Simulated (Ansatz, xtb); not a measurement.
System: LaO₂, net charge 0, doublet state. The spin state was set by rule; other spins were not relaxed. SMILES: [O]=[La]=[O]
Geometry from a B3LYP-D3(BJ)/def2-TZVP (Ansatz, an electronic-structure program) optimisation:
```
La
O 1 2.0398
O 1 2.0398 2 124.88
```
Charge 0, spin multiplicity 2.

Harmonic wavenumbers from GFN2-xTB (xtb, at its own minimum), cm⁻¹: 124, 287, 337.

Problem. Give the harmonic wavenumbers at B3LYP-D3(BJ)/def2-TZVP (Ansatz, finite differences of forces, unscaled).

Solution. 119, 178, 635 cm⁻¹. Zero-point energy 1.3 kcal/mol.

Problem. From these and the geometry, give the ideal-gas thermochemistry at 298.15 K and 1 atm (rigid rotor, harmonic oscillator).

Solution. Point group C2v, rotational symmetry number 2. Rotational constants 21.81, 4.83, 3.954 GHz. S(trans) 41.32, S(rot) 22.78, S(vib) 5.85, S(elec, spin only) 1.38, S 71.3 cal/(mol K). H(298) - H(0) 3.27 kcal/mol; G - E(el) -16.7 kcal/mol.
